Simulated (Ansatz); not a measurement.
(AlSb)n off (charge +1): PBE-D4/def2-TZVP single points in Ansatz on relaxed structures, gas phase. Each cluster is the lowest isomer that a short search found in that spin, judged at the geometry's level, and lower ones may exist. Core potentials for Sb, no spin–orbit coupling. HOMO and LUMO are taken over both spins. The spins of the ions were chosen, not always searched. The structures are stationary points that may keep the symmetry of their start. Remarks come from the PBE and PBE0 runs and from stability tests at other levels; not every state was tested. HOMO above LUMO (over both spins in singlets and doublets, within one spin in higher multiplets; at PBE or PBE0), or a gap under 0.15 eV within one spin, warns that the state may not be the lowest or that an electron is smeared out.

| species | atoms | state | geometry | HOMO (eV) | LUMO (eV) | gap (eV) | vertical EA (eV) | lowest of the spins relaxed | point group (within 0.1 Å) | remarks |
| --- | --- | --- | --- | --- | --- | --- | --- | --- | --- | --- |
| Al2Sb2⁺ | 4 | doublet; reduced ion triplet | PBE-D4/def2-SVP | -9.23 | -8.48 | 0.74 | 6.30 | doublet, of doublet/quartet | Cs | – |
| Al4Sb3⁺ | 7 | singlet | PBE-D4/def2-SVP | -8.86 | -7.45 | 1.41 | 5.66 | – | C3v | restricted SCF unstable in HF, gap within one spin near zero at PBE or PBE0 (neutral doublet), spin-contaminated (⟨S²⟩ up to 0.98) (neutral doublet) |

Problem. Estimate the rows for Al3Sb3⁺ (doublet; reduced ion singlet, PBE0-D4/def2-SVP geometry).

Solution. 
```csv
species,atoms,state,geometry,HOMO (eV),LUMO (eV),gap (eV),vertical EA (eV),lowest of the spins relaxed,point group (within 0.1 Å),remarks
Al3Sb3⁺,6,doublet; reduced ion singlet,PBE0-D4/def2-SVP,-9.03,-8.62,0.41,6.66,"doublet, of doublet/quartet",–,spin-contaminated (⟨S²⟩ up to 0.87)
```

The gap (eV) runs from 0.41 (Al3Sb3⁺) to 1.41 (Al4Sb3⁺). The vertical EA (eV) runs from 5.66 (Al4Sb3⁺) to 6.66 (Al3Sb3⁺).
